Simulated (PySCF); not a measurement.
From one molecule to another.

First species: C₃H₈OSi.
SMILES: `C1CO[SiH2]C1`

Second species: C₇H₁₁N.
Cartesian coordinates in Å at the PBE0-D3(BJ)/def2-SVP level; atoms count from 1:
```
atom  x, y, z in Å
C1     2.119    1.603    0.256
C2     1.604    0.545   -0.374
C3     0.689   -0.463    0.246
C4    -0.716   -0.484   -0.372
C5    -1.566   -1.599    0.222
C6    -1.405    0.885   -0.239
C7    -1.580    1.297    1.149
N8    -1.697    1.596    2.261
H9     1.898    1.799    1.310
H10    2.780    2.308   -0.256
H11    1.845    0.390   -1.434
H12    0.605   -0.277    1.330
H13    1.124   -1.472    0.133
H14   -0.612   -0.661   -1.457
H15   -1.077   -2.576    0.090
H16   -1.720   -1.445    1.302
H17   -2.556   -1.650   -0.256
H18   -0.808    1.661   -0.744
H19   -2.394    0.866   -0.724
```

Levels: B3LYP/def2-SVPD for dipole moment, HOMO energy, LUMO energy, HOMO–LUMO gap, static isotropic polarisability and electronic spatial extent ⟨r²⟩ about the centre of nuclear charge; TDDFT B3LYP/def2-SVPD for lowest singlet excitation; PBE0-D3(BJ)/def2-SVP for rotational constant A and rotational constant C. Geometries: PBE0-D3(BJ)/def2-SVP. All species are isolated and taken at one optimised geometry, non-relativistic unless stated. Electronic properties by PySCF.

The conformers computed, where there is a choice (atom-mapped SMILES and torsion angles):
- `[CH2:1]=[CH:2][CH2:3][C@@H:4]([CH3:5])[CH2:6][C:7]#[N:8]`: C1–C2–C3–C4 116°, C2–C3–C4–C5 176°, C3–C4–C6–C7 -61°

(1) Which has the higher HOMO energy?

(2) Which has the higher HOMO–LUMO gap?

(3) Which of the two has the higher static isotropic polarisability, and by how much?

(4) Which of the two has the higher LUMO energy, and by how much?

(5) Which has the higher dipole moment?

(6) Which has the higher rotational constant C?

(7) Which of the two has the higher rotational constant A, and by how much?

(8) Which has the higher ⟨r²⟩?

Answers

(1) The second: -7.48 eV against -7.58 eV, a difference of 0.10 eV.

(2) The first: 7.77 eV against 7.18 eV, a difference of 0.59 eV.

(3) The second: 87.8 au against 64.1 au, a difference of 23.7 au.

(4) The first: 0.19 eV against -0.30 eV, a difference of 0.49 eV.

(5) The second: 4.07 D against 1.87 D, a difference of 2.20 D.

(6) The first: 2.859 GHz against 1.160 GHz, a difference of 1.699 GHz.

(7) The first: 6.028 GHz against 2.374 GHz, a difference of 3.654 GHz.

(8) The second: 1103 bohr² against 498 bohr², a difference of 605 bohr².

On the first: The 10 singlets span 6.66 to 8.29 eV, and their oscillator strengths add up to 0.16.

On the second: In atomic units the dipole is 1.60 e·bohr (1 au = 2.5417 D). The principal polarisabilities are 74.5, 89.2 and 99.8 au; their mean is the isotropic value.
